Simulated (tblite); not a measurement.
Compound: C₄H₁₁NO₃Si.
Atom-mapped SMILES: `[CH3:1][CH:2]([CH3:3])[NH:4][Si:5]([OH:6])([OH:7])[CH:8]=[O:9]` (hydrogens: H10, H11, H12 on C1; H13 on C2; H14, H15, H16 on C3; H17 on N4; H18 on O6; H19 on O7; H20 on C8)

Cartesian coordinates in Å at the GFN2-xTB level; atoms count from 1:
```
atom  x, y, z in Å
C1    -1.5670    1.0217   -0.5674
C2    -1.0524   -0.3664   -0.1831
C3    -2.1523   -1.1890    0.4859
N4     0.0959   -0.2888    0.7004
Si5    1.7273   -0.1751    0.1633
O6     2.7019   -0.3199    1.4570
O7     2.0605   -1.3403   -0.9081
C8     2.0936    1.4321   -0.8228
O9     2.2312    2.5139   -0.3005
H10   -1.9146    1.5521    0.3173
H11   -2.3916    0.9401   -1.2707
H12   -0.7692    1.6020   -1.0257
H13   -0.7155   -0.8834   -1.0865
H14   -1.7667   -2.1648    0.7688
H15   -2.9905   -1.3237   -0.1925
H16   -2.5083   -0.6840    1.3817
H17   -0.1519    0.1540    1.5737
H18    2.8099    0.4129    2.0560
H19    2.1160   -2.2483   -0.6195
H20    2.1386    1.3656   -1.9302
```

Method: GFN2-xTB as coded in tblite; computed harmonic values from a numerical Hessian at the method's own geometry, unscaled. Errors from tens to a few hundred cm⁻¹ against measured bands are possible. One conformer, not necessarily the lowest.

Harmonic wavenumbers (cm⁻¹): 32.9, 43.0, 69.7, 109.2, 121.8, 154.0, 195.7, 205.2, 223.9, 244.8, 260.8, 275.1, 314.1, 341.7, 402.8, 409.7, 458.5, 533.8, 653.9, 758.8, 784.0, 817.4, 840.1, 888.2, 926.7, 942.3, 957.6, 970.4, 1038.7, 1135.0, 1140.9, 1185.3, 1269.3, 1312.3, 1366.4, 1386.8, 1396.7, 1409.7, 1486.0, 1491.5, 1494.7, 1503.0, 1740.9, 2714.1, 2947.2, 3023.6, 3029.7, 3034.8, 3039.1, 3045.3, 3046.9, 3436.1, 3656.5, 3693.0.

A = 1806, B = 939.3, C = 762.1 MHz; mass 149.051 u (most abundant isotopes); point group C1, symmetry number 1.

Task: What is the zero-point energy?

Result: Half the sum of the wavenumbers: 33980 cm⁻¹ = 406.49 kJ/mol.

Task: What is S at 273.15 K and 1 bar for an ideal gas of classical rigid rotors and harmonic oscillators?

Result: Translation 169.45, rotation 124.00, vibration 166.38: S = 459.8 J/(mol K).

Task: And Cp and H(273.15 K) − H(0)?

Result: Cp = 186.14 J/(mol K), of which vibrations give 152.88 (their classical limit is 54 R = 449.0); H(273.15 K) − H(0) = 32.21 kJ/mol without the zero-point energy, 23.13 from vibrations.

Task: How do the functions run with temperature in this model?

Result: 
```
 T (K)  S (J/(mol K))  Cp (J/(mol K))  H − H(0) (kJ/mol)  G − H(0) (kJ/mol)  ln q(vib)
    50          260.7            66.7               2.40             -10.63       1.07
   100          318.4           103.0               6.67             -25.17       3.00
298.15          476.6           196.5              37.00            -105.10      10.75
373.15          523.9           226.0              52.86            -142.64      13.43
   500          596.2           268.5              84.33            -213.77      17.71
   750          717.1           327.6             159.40            -378.46      25.36
  1000          817.1           366.8             246.50            -570.61      32.14
```

q(vib) and H(0) count from the zero-point level.

Task: Which modes carry the vibrational entropy at 273.15 K?

Result: 32.9 cm⁻¹: 22.90; 43.0 cm⁻¹: 20.68; 69.7 cm⁻¹: 16.69; 109.2 cm⁻¹: 13.03; 121.8 cm⁻¹: 12.15; 154.0 cm⁻¹: 10.28 J/(mol K); the other 48 give 70.65 together.

Hindered rotation and anharmonicity are outside this model. Other conformers, if any are populated, would add a mixing term that is left out. The structure is chiral; the term R ln 2 for an equal mix with its mirror image is left out.
